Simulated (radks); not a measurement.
Removal energies from the chromium ion Cr2+, [Ar] 3d4, by Delta-SCF beside the eigenvalue of the level emptied. Calculated with a radial shooting solver on a logarithmic mesh with Libxc functionals: scalar-relativistic Kohn-Sham, PBEsol, spin-polarised, spherical densities, finite nucleus; Fermi nuclear charge, rms radius of each element as measured or else 0.836 A^(1/3) + 0.57 fm. Open shells are filled with parallel spins first.

| removed from | final configuration | Delta-SCF (eV) | -eigenvalue (eV) |
|---|---|---|---|
| 3d | [Ar] 3d3 | 32.038 | 24.136 |
| 3p | [Ne] 3s2 3p5 3d4 | 71.964 | 63.644 |
| 3s | [Ne] 3s1 3p6 3d4 | 100.73 | 92.174 |
| 2p | [He] 2s2 2p5 3s2 3p6 3d4 | 606.49 | 580.36 |
